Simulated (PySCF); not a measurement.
H2O4S, triplet, geometry from GFN2-xTB (a higher spin typed on purpose: for a closed-shell molecule this is an excited state); B3LYP/STO-3G (PySCF).

The PySCF input:
```python
from pyscf import gto, scf, dft

mol = gto.Mole()
mol.atom = '''
    O    -0.13307246    1.81684757    0.23011247
    S    -0.31393379   -0.30843444    0.09477987
    O    -0.75687588   -0.61418215   -1.23743200
    O     0.00619614   -1.38839378    1.00892756
    O     1.30976951    0.46067151   -0.18712793
    H    -0.21362264    2.18930983   -0.65175740
    H     1.82842473    0.54609589    0.61943872
'''
mol.basis = 'sto-3g'
mol.spin = 2
mol.verbose = 4
mol.build()

mf = dft.UKS(mol)
mf.xc = 'b3lyp'
mf.grids.level = 5
mf.kernel()
```

Problem. Write the output that PySCF gives for this input, abridged.

Solution. 
```
PySCF version 2.14.0

[INPUT] verbose = 4
[INPUT] num. atoms = 7
[INPUT] num. electrons = 50
[INPUT] charge = 0
[INPUT] spin (= nelec alpha-beta = 2S) = 2
[INPUT] symmetry False subgroup None
[INPUT] Mole.unit = angstrom
[INPUT] Symbol           X                Y                Z      unit          X                Y                Z       unit  Magmom
[INPUT]  1 O     -0.133072460000   1.816847570000   0.230112470000 AA   -0.251470504122   3.433344317382   0.434849546147 Bohr   0.0
[INPUT]  2 S     -0.313933790000  -0.308434440000   0.094779870000 AA   -0.593248884347  -0.582856618984   0.179107996422 Bohr   0.0
[INPUT]  3 O     -0.756875880000  -0.614182150000  -1.237432000000 AA   -1.430288123489  -1.160636054097  -2.338407577773 Bohr   0.0
[INPUT]  4 O      0.006196140000  -1.388393780000   1.008927560000 AA    0.011709007629  -2.623683997250   1.906596767926 Bohr   0.0
[INPUT]  5 O      1.309769510000   0.460671510000  -0.187127930000 AA    2.475105660206   0.870542987290  -0.353620537957 Bohr   0.0
[INPUT]  6 H     -0.213622640000   2.189309830000  -0.651757400000 AA   -0.403688283607   4.137195980518  -1.231642985659 Bohr   0.0
[INPUT]  7 H      1.828424730000   0.546095890000   0.619438720000 AA    3.455221979082   1.031971669851   1.170569531751 Bohr   0.0

nuclear repulsion = 266.221063445848
number of shells = 19
number of NR pGTOs = 93
number of NR cGTOs = 31
basis = sto-3g
ecp = {}

******** <class 'pyscf.dft.uks.UKS'> ********
method = UKS
initial guess = minao
damping factor = 0
level_shift factor = 0
DIIS = <class 'pyscf.scf.diis.CDIIS'>
diis_start_cycle = 1
diis_space = 8
diis_damp = 0
SCF conv_tol = 1e-09
SCF conv_tol_grad = None
SCF max_cycles = 50
direct_scf = True
direct_scf_tol = 1e-13
number electrons alpha = 26  beta = 24
XC library pyscf.dft.libxc version 7.1.2
    S. Lehtola, C. Steigemann, M. J. T. Oliveira, and M. A. L. Marques,  SoftwareX 7, 1–5 (2018)
XC functionals = b3lyp
    P. J. Stephens, F. J. Devlin, C. F. Chabalowski, and M. J. Frisch,  J. Phys. Chem. 98, 11623 (1994)
radial grids:
    Treutler-Ahlrichs [JCP 102, 346 (1995); DOI:10.1063/1.469408] (M4) radial grids

becke partition: Becke, JCP 88, 2547 (1988); DOI:10.1063/1.454033
pruning grids: <function nwchem_prune>
grids dens level: 5
symmetrized grids: False
atomic radii adjust function: <function treutler_atomic_radii_adjust>
small_rho_cutoff = 0
Set gradient conv threshold to 3.16228e-05
tot grids = 262040
init E= -692.32184150647

cycle= 1 E= -690.856506927538  delta_E= 1.47  |g|= 0.705  |ddm|= 2.82
cycle= 2 E= -690.535297007604  delta_E= 0.321  |g|= 0.953  |ddm|= 2.63
cycle= 3 E= -691.054595977074  delta_E= -0.519  |g|= 0.492  |ddm|=  2.1
cycle= 4 E= -691.24785840519  delta_E= -0.193  |g|= 0.0295  |ddm|= 0.865
cycle= 5 E= -691.246598694327  delta_E= 0.00126  |g|= 0.0574  |ddm|= 0.134
cycle= 6 E= -691.248899626105  delta_E= -0.0023  |g|= 0.0102  |ddm|= 0.0903
cycle= 7 E= -691.248951886691  delta_E= -5.23e-05  |g|= 0.0102  |ddm|= 0.0311
cycle= 8 E= -691.249061923523  delta_E= -0.00011  |g|= 0.00348  |ddm|= 0.0271
cycle= 9 E= -691.24909216557  delta_E= -3.02e-05  |g|= 0.000433  |ddm|= 0.0218
cycle= 10 E= -691.249093704612  delta_E= -1.54e-06  |g|= 0.000165  |ddm|= 0.00561
cycle= 11 E= -691.249093857893  delta_E= -1.53e-07  |g|= 6.88e-05  |ddm|= 0.00152
cycle= 12 E= -691.249093905978  delta_E= -4.81e-08  |g|= 3.91e-05  |ddm|= 0.000894
cycle= 13 E= -691.249093917931  delta_E= -1.2e-08  |g|= 1.39e-05  |ddm|= 0.000513
cycle= 14 E= -691.249093919308  delta_E= -1.38e-09  |g|= 6.65e-06  |ddm|= 0.000178
cycle= 15 E= -691.249093919495  delta_E= -1.87e-10  |g|= 2.25e-06  |ddm|= 5.64e-05
Extra cycle  E= -691.24909391951  delta_E= -1.5e-11  |g|= 3.66e-06  |ddm|= 1.6e-05
converged SCF energy = -691.24909391951  <S^2> = 2.010435  2S+1 = 3.0069486
```
